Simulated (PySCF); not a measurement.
Simulation results for BH2NO

All values are calculated (PySCF 2.14.0). Calculation on a computer-drawn molecule: vertical ionisation energy to the stated ion spin, frozen-core CCSD(T) at the basis limit and cheaper methods, single-reference cases, UHF for radicals, no spin-orbit; all values are single points at the evaluated structure, the first of each entry, which is the reference or a displaced copy of it and isn't optimised; the reference structure only sets the zero of the energies above reference; triples share is (T) over the correlation energy.

Common to all runs: charge 0; multiplicity 1; ion multiplicity 2; diffuse functions no; basis cc-pVnZ; reference is the Hartree-Fock double-zeta minimum; best is HF at quadruple zeta + MP2 correlation extrapolated from triple and quadruple zeta + CCSD(T) minus MP2 at triple zeta; basis step is the size of the change from the same recipe one zeta lower.

(1) BH2NO

Evaluated structure:
```xyz
5
BH2NO
N     -0.4807    -1.6185    -1.6134
B      0.3250    -1.0087    -0.8642
O      1.1048    -0.4410    -0.0876
H     -1.1612    -2.0424    -2.2883
H      1.7426    -0.9280     0.3500
```

Reference structure:
```xyz
5
BH2NO
N     -0.5106    -1.6825    -1.6239
B      0.2853    -1.0951    -0.8928
O      1.1421    -0.4506    -0.1037
H     -1.1587    -2.1280    -2.2130
H      1.7876    -1.0052     0.3100
```

Results for BH2NO: ionisation energy best 10.18 eV; ionisation energy basis step 0.08967 eV; energy above reference best 9.432 kcal/mol; energy above reference basis step 0.7806 kcal/mol; ionisation energy Koopmans at triple zeta 10.57 eV; ionisation energy EOM CCSD at triple zeta 9.956 eV; total energy HF triple zeta -155.2554 hartree; total energy CCSD(T) triple zeta -155.8166 hartree; total energy best -155.8996 hartree; T1 diagnostic at triple zeta 0.01305; D1 diagnostic at triple zeta 0.03345; ion T1 diagnostic at triple zeta 0.01877; ion D1 diagnostic at triple zeta 0.07841; ion spin squared at triple zeta 0.7622; triples share at triple zeta 0.03921; basis functions triple zeta 118; dipole magnitude HF at triple zeta 2.014 debye; dipole magnitude CCSD unrelaxed at triple zeta 1.748 debye; dipole magnitude PBE at triple zeta 1.768 debye; dipole magnitude r2SCAN at triple zeta 1.843 debye; dipole magnitude B3LYP at triple zeta 1.819 debye; dipole magnitude wB97X at triple zeta 1.883 debye.

Drawn bonds:
```tsv
atom	other atom	order
1	2	2
2	3	1
1	4	1
3	5	1
```

Triple zeta:
```tsv
method	ionisation energy (eV)	energy above reference (kcal/mol)
HF	8.416	9.37
PBE	9.902	9.493
r2SCAN	9.777	9.194
B3LYP	9.938	9.435
wB97X	9.893	9.553
MP2	10.17	10.09
CCSD	9.855	10.1
CCSD(T)	9.968	10.15
```

(2) BH2NO

Evaluated structure:
```xyz
5
BH2NO
N     -0.4807    -1.6185    -1.6134
B      0.3250    -1.0087    -0.8642
O      1.1048    -0.4410    -0.0876
H     -1.2482    -2.0966    -2.3746
H      1.7426    -0.9280     0.3500
```

Reference structure:
```xyz
5
BH2NO
N     -0.5106    -1.6825    -1.6239
B      0.2853    -1.0951    -0.8928
O      1.1421    -0.4506    -0.1037
H     -1.1587    -2.1280    -2.2130
H      1.7876    -1.0052     0.3100
```

The calculation gives: ionisation energy best 10.05 eV; ionisation energy basis step 0.08862 eV; energy above reference best 23.02 kcal/mol; energy above reference basis step 0.7266 kcal/mol; ionisation energy Koopmans at triple zeta 10.47 eV; ionisation energy EOM CCSD at triple zeta 9.808 eV; total energy HF triple zeta -155.2296 hartree; total energy CCSD(T) triple zeta -155.7949 hartree; total energy best -155.8780 hartree; T1 diagnostic at triple zeta 0.01324; D1 diagnostic at triple zeta 0.03367; ion T1 diagnostic at triple zeta 0.01899; ion D1 diagnostic at triple zeta 0.07755; ion spin squared at triple zeta 0.7652; triples share at triple zeta 0.03997; basis functions triple zeta 118; dipole magnitude HF at triple zeta 1.817 debye; dipole magnitude CCSD unrelaxed at triple zeta 1.591 debye; dipole magnitude PBE at triple zeta 1.611 debye; dipole magnitude r2SCAN at triple zeta 1.674 debye; dipole magnitude B3LYP at triple zeta 1.655 debye; dipole magnitude wB97X at triple zeta 1.71 debye.

Drawn bonds:
```tsv
atom	other atom	order
1	2	2
2	3	1
1	4	1
3	5	1
```

Triple zeta:
```tsv
method	ionisation energy (eV)	energy above reference (kcal/mol)
HF	8.255	25.57
PBE	9.768	22.04
r2SCAN	9.638	22.84
B3LYP	9.796	23
wB97X	9.751	23.53
MP2	10.05	23.84
CCSD	9.714	24.09
CCSD(T)	9.832	23.76
```
